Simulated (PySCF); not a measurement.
Input for PySCF:
```python
from pyscf import gto, scf, dft

mol = gto.Mole()
mol.atom = '''
    F    -0.863835   -1.205211   -0.444522
    As    0.010843   -0.004813    0.371182
    F     1.460239   -0.125053   -0.498407
    F    -0.636160    1.347910   -0.418070
'''
mol.basis = 'sto-3g'
mol.charge = 1
mol.spin = 1
mol.verbose = 4
mol.build()

mf = dft.UKS(mol)
mf.xc = 'r2scan'
mf.kernel()
mf.analyze()
```

### Question
What does this run give for the total energy, nuclear repulsion energy?

### Answer

- total energy: -2505.498096 Ha
- nuclear repulsion energy: 328.4125 Eh

These values belong to the state on which the SCF converged, which isn't shown to be the lowest.

### Question
Roughly what does it cost on one core?

### Answer
around 12 core-seconds (rough).
